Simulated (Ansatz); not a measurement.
**Relaxing a trial structure of AlBCl2GeH4**

The starting geometry of this gas-phase singlet was optimised with GFN2-xTB.

```tsv
atom	x (Å)	y (Å)	z (Å)
Al	-0.1891	0.8950	-0.4107
B	-0.1858	0.5082	1.7127
Cl	-1.1839	2.4735	-1.2418
Cl	0.4573	-0.5609	-1.6873
Ge	1.4482	1.5882	1.5472
H	-1.0935	1.0566	2.2263
H	-0.0228	-0.6481	1.8721
H	1.5433	3.1058	1.3199
H	2.7859	1.1828	0.9070
```

Where would you expect an optimisation with PBE0-D3(BJ)/pcseg-1 to take it?

It keeps its bonds.

The energy falls by 0.37 eV over 18 steps:

| step | E − E(last) (eV) |
| --- | --- |
| 1 | 0.365 |
| 3 | 0.042 |
| 5 | 0.020 |
| 7 | 0.019 |
| 9 | 0.018 |
| 10 | 0.017 |
| 12 | 0.011 |
| 14 | 0.003 |
| 16 | 0.000 |
| 18 | 0.000 |

Final geometry (Å):

```yaml
atoms:
  - { symbol: Al, position_ang: [-0.2325, 0.8514, -0.4194] }
  - { symbol: B, position_ang: [0.0781, 0.4650, 1.6646] }
  - { symbol: Cl, position_ang: [-1.0728, 2.6459, -1.1238] }
  - { symbol: Cl, position_ang: [-0.3440, -0.7982, -1.7091] }
  - { symbol: Ge, position_ang: [1.5210, 1.7285, 1.6075] }
  - { symbol: H, position_ang: [-1.0690, 0.8802, 1.5563] }
  - { symbol: H, position_ang: [0.2942, -0.7089, 1.7604] }
  - { symbol: H, position_ang: [1.3916, 3.2347, 1.3479] }
  - { symbol: H, position_ang: [2.9932, 1.3024, 1.5610] }
```

The end wasn't checked by frequencies. Run with Ansatz 0.2.0, 49 s on 2 threads of Intel(R) Xeon(R) 6975P-C (Granite Rapids), with other jobs on the host.
